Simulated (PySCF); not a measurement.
A structure optimised at PBE0-D3(BJ)/def2-SVP, used in a PySCF frequency run:

```xyz
11

Nb     0.0401     0.0784     0.0000
O      1.7243     0.1718     0.0000
F     -0.7538     1.7741     0.0000
C     -0.4535    -1.0675    -1.7396
H     -0.0591    -2.0914    -1.6055
H     -1.5477    -1.1240    -1.8774
H      0.0001    -0.6570    -2.6567
C     -0.4535    -1.0675     1.7396
H      0.0001    -0.6570     2.6567
H     -1.5477    -1.1240     1.8774
H     -0.0591    -2.0914     1.6055
```
Charge 0, spin multiplicity 1.

Problem. Write its SMILES, formula and point group.

Solution. [CH3][Nb]([CH3])(=[O])[F], C2H6FNbO, Cs

Problem. What are its rotational constants (standard atomic weights)?

Solution. 3.0329, 3.0079, 2.5290 GHz
